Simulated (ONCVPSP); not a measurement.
## LDA (Perdew-Zunger) ONCV dataset for Ti (Z = 22), scalar-relativistic all-electron reference.

ONCVPSP 4.0.1 was run on this input:

```
# ATOM AND REFERENCE CONFIGURATION
# atsym  z   nc   nv     iexc    psfile
  Ti 22.00    5    2        3      upf
#
#   n    l    f
    1    0    2.00
    2    0    2.00
    2    1    6.00
    3    0    2.00
    3    1    6.00
    3    2    2.00
    4    0    1.00
#
# PSEUDOPOTENTIAL AND OPTIMIZATION
# lmax
    2
#
#   l,   rc,      ep,       ncon, nbas, qcut
    0    3.00    0.00    4    8    2.40
    1    2.65    0.47    3    6    3.30
    2    2.60    0.00    5    9    6.70
#
# LOCAL POTENTIAL
# lloc, lpopt,  rc(5),   dvloc0
    4    3    2.35    6.00
#
# VANDERBILT-KLEINMAN-BYLANDER PROJECTORs
# l, nproj, debl
    0    2    0.80
    1    2    2.60
    2    2    2.00
#
# MODEL CORE CHARGE
# icmod, fcfact, rcfact
    2    0.55    0.70
#
# LOG DERIVATIVE ANALYSIS
# epsh1, epsh2, depsh
   -2.00    5.00    0.02
#
# OUTPUT GRID
# rlmax, drl
    6.00    0.01
#
# TEST CONFIGURATIONS
# ncnf
    4
# nvcnf
#   n    l    f
    2
    3    2    2.00
    4    0    2.00
#
    2
    3    2    2.00
    4    0    0.00
#
    2
    3    2    1.00
    4    0    0.00
#
    2
    3    2    1.00
    4    0    2.00
#
```

Command:

```bash
oncvpsp.x < Ti.dat > Ti.out
```

Output (shortened: citation, most of the input echo, consistency checks and plot data are left out):

```
ONCVPSP  (Optimized Norm-Conservinng Vanderbilt PSeudopotential)
scalar-relativistic version 4.0.1

#   n    l    f        energy (Ha)
    1    0    2.00    -1.7873232E+02
    2    0    2.00    -1.9947619E+01
    2    1    6.00    -1.6585804E+01
    3    0    2.00    -2.5588240E+00
    3    1    6.00    -1.6960586E+00
    3    2    2.00    -4.2778243E-01
    4    0    1.00    -3.8956797E-01

Reference configufation results
  iterations    20
  all-electron total energy (Ha)   -8.51444821D+02

Begin loop to  construct optimized pseudo wave functions
and semi-local pseudopoentials for all angular momenta

   Wellstate for l =  0  n =  6
     eigenvalue =   0.4104
     asymptotic potential =   0.9104
     half-point radius =  8.0600

Calculating optimized projector #   1

 for l=   0

    Fraction of norm inside rc  0.486294
    Optimizing pswf for qcut=   2.40 a_B^-1,  ecut=   2.88 Ha
    Residual kinetic energy error=  5.86D-04 Ha

    Energy error per electron        Cutoff
         Ha          eV             Ha
         0.01000     0.27211        1.56
         0.00100     0.02721        2.68
         0.00010     0.00272        9.83
         0.00001     0.00027       18.75

Calculating optimized projector #   2

 for l=   0

    Fraction of norm inside rc  0.125665
    Optimizing pswf for qcut=   2.40 a_B^-1,  ecut=   2.88 Ha
    Residual kinetic energy error=  2.04D-03 Ha

    Energy error per electron        Cutoff
         Ha          eV             Ha
         0.01000     0.27211        2.21
         0.00100     0.02721        3.35
         0.00010     0.00272        7.73
         0.00001     0.00027       17.74

WARNING wellstate: moderately localized bound state found for n= 4 l=  1
WARNING scattering state with energy  0.05000000
WARNING will be used for the first projector

   Wellstate for l =  1  n =  5
     eigenvalue =   0.0500
     asymptotic potential =   0.5500
     half-point radius =  9.6962

   Wellstate for l =  1  n =  7
     eigenvalue =   2.6500
     asymptotic potential =   3.1500
     half-point radius =  4.9724

Calculating optimized projector #   1

 for l=   1

    Fraction of norm inside rc  0.131733
    Optimizing pswf for qcut=   3.30 a_B^-1,  ecut=   5.46 Ha
    Residual kinetic energy error=  5.04D-06 Ha

    Energy error per electron        Cutoff
         Ha          eV             Ha
         0.01000     0.27211        0.94
         0.00100     0.02721        3.01
         0.00010     0.00272        4.20
         0.00001     0.00027        5.38

Calculating optimized projector #   2

 for l=   1

    Fraction of norm inside rc  0.130385
    Optimizing pswf for qcut=   3.30 a_B^-1,  ecut=   5.46 Ha
    Residual kinetic energy error=  1.76D-02 Ha

    Energy error per electron        Cutoff
         Ha          eV             Ha
         0.01000     0.27211        5.69
         0.00100     0.02721        9.71
         0.00010     0.00272       18.75
         0.00001     0.00027       23.05

   Wellstate for l =  2  n =  6
     eigenvalue =   1.5722
     asymptotic potential =   2.0722
     half-point radius =  5.3272

Calculating optimized projector #   1

 for l=   2

    Fraction of norm inside rc  0.895013
    Optimizing pswf for qcut=   6.70 a_B^-1,  ecut=  22.42 Ha
    Residual kinetic energy error=  1.18D-06 Ha

    Energy error per electron        Cutoff
         Ha          eV             Ha
         0.01000     0.27211       13.78
         0.00100     0.02721       16.71
         0.00010     0.00272       18.90
         0.00001     0.00027       20.74

Calculating optimized projector #   2

 for l=   2

    Fraction of norm inside rc  0.193240
    Optimizing pswf for qcut=   6.70 a_B^-1,  ecut=  22.42 Ha
    Residual kinetic energy error=  4.05D-05 Ha

    Energy error per electron        Cutoff
         Ha          eV             Ha
         0.01000     0.27211       15.77
         0.00100     0.02721       18.85
         0.00010     0.00272       21.62
         0.00001     0.00027       39.27

Construct Vanderbilt / Kleinmman-Bylander projectors

B matrix Hermiticity error, ll=   0
   1   2   -2.1066E-05

  Orthonormal projector coefficients -1.8730E+00  6.8220E-01

B matrix Hermiticity error, ll=   1
   1   2   -4.9793E-05

  Orthonormal projector coefficients -1.8892E+00  1.1926E+00

B matrix Hermiticity error, ll=   2
   1   2    6.5726E-05

  Orthonormal projector coefficients -1.0113E+01 -4.1762E+00

Model core correction analysis
  based on d2Exc/dn_idn_j

d2excae - all-electron derivatives

   -2.383672D-02   -1.302200D-02
   -1.300964D-02   -4.082108D-02

d2excps - pseudofunction derivatives with no core correction

   -7.239069D-02   -1.999743D-02
   -1.998803D-02   -4.507229D-02

rms 2nd derivative error    2.486421E-02

amplitude prefactor, scale prefactor
   16.5535    1.0984

d2excps - pseudofunction derivatives with core correction

   -4.161199D-02   -1.496208D-02
   -1.494915D-02   -4.159132D-02

rms 2nd derivative error    9.001098E-03

Pseudoatom total energy   -3.087437

Diagnostic tests using Vanderbilt-Kleinman-Bylander pseudopotentials
  1 or more projectors used as specified by nproj input data

   l    rcore       rmatch      e in        delta e   norm test  slope test

   0   3.0003182   3.0914144  -0.3895680  -0.0000005   1.0000167   1.0000238
   0   3.0003182   3.0914144   0.4104320   0.0000002   1.0000776   1.0000776

   1   2.6619979   2.7428219   0.0500000  -0.0000148   1.0000370   1.0000370
   1   2.6619979   2.7428219   2.6500000  -0.0000047   1.0000738   1.0000738

   2   2.6146512   2.6940377  -0.4277824  -0.0000003   1.0000509   1.0000559
   2   2.6146512   2.6940377   1.5722176   0.0000030   1.0000324   1.0000324

 Testing for bound ghosts
   n   l    E NL Schr. Eq   E Basis Diag.   E Cutoff

   1   0       -0.389568       -0.389277     29.01

   2   1       -0.249747       -0.243641     21.66

   3   2       -0.427783       -0.427630     64.94

 Testing for highly-localized positive-energy ghosts
       l    <radius>/rc     E Basis Diag.   E Cutoff

Test configuration 0

   n   l     f        eae           eps        diff
   1   0  2.0000 -178.73231539
   2   0  2.0000  -19.94761945
   2   1  6.0000  -16.58580399
   3   0  2.0000   -2.55882395
   3   1  6.0000   -1.69605856
   3   2  2.0000   -0.42778243   -0.42778272   -2.96D-07
   4   0  1.0000   -0.38956797   -0.38956845   -4.77D-07

    Total energies and differences
      AE_ref= -8.51444821D+02  AE_tst= -8.51444821D+02  dif=  0.00D+00
      PS_ref= -3.08743746D+00  PS_tst= -3.08743746D+00  dif=  4.06D-13
      PSP excitation error= -4.06D-13

Test configuration 1

   n   l     f        eae           eps        diff
   1   0  2.0000 -178.45780537
   2   0  2.0000  -19.67835832
   2   1  6.0000  -16.31608165
   3   0  2.0000   -2.28807719
   3   1  6.0000   -1.42532240
   3   2  2.0000   -0.16400601   -0.16366120    3.45D-04
   4   0  2.0000   -0.16905167   -0.16913430   -8.26D-05

    Total energies and differences
      AE_ref= -8.51444821D+02  AE_tst= -8.51721753D+02  dif= -2.77D-01
      PS_ref= -3.08743746D+00  PS_tst= -3.36443302D+00  dif= -2.77D-01
      PSP excitation error=  6.28D-05

Test configuration 2

   n   l     f        eae           eps        diff
   1   0  2.0000 -179.05709177
   2   0  2.0000  -20.26473507
   2   1  6.0000  -16.90357951
   3   0  2.0000   -2.87597502
   3   1  6.0000   -2.01250867
   3   2  2.0000   -0.73225345   -0.73373240   -1.48D-03

    Total energies and differences
      AE_ref= -8.51444821D+02  AE_tst= -8.50937684D+02  dif=  5.07D-01
      PS_ref= -3.08743746D+00  PS_tst= -2.58035427D+00  dif=  5.07D-01
      PSP excitation error=  5.36D-05

Test configuration 3

   n   l     f        eae           eps        diff
   1   0  2.0000 -179.69283444
   2   0  2.0000  -20.93098662
   2   1  6.0000  -17.56702842
   3   0  2.0000   -3.48167221
   3   1  6.0000   -2.60614192
   3   2  1.0000   -1.28377699   -1.27946437    4.31D-03

    Total energies and differences
      AE_ref= -8.51444821D+02  AE_tst= -8.49938483D+02  dif=  1.51D+00
      PS_ref= -3.08743746D+00  PS_tst= -1.58097088D+00  dif=  1.51D+00
      PSP excitation error= -1.29D-04

Test configuration 4

   n   l     f        eae           eps        diff
   1   0  2.0000 -178.94788592
   2   0  2.0000  -20.19833956
   2   1  6.0000  -16.83328406
   3   0  2.0000   -2.76521246
   3   1  6.0000   -1.89336456
   3   2  1.0000   -0.59261265   -0.58617535    6.44D-03
   4   0  2.0000   -0.44522415   -0.44526079   -3.66D-05

    Total energies and differences
      AE_ref= -8.51444821D+02  AE_tst= -8.51355004D+02  dif=  8.98D-02
      PS_ref= -3.08743746D+00  PS_tst= -2.99990847D+00  dif=  8.75D-02
      PSP excitation error=  2.29D-03
```

The run took about 4.6 s on one core of a shared server CPU.
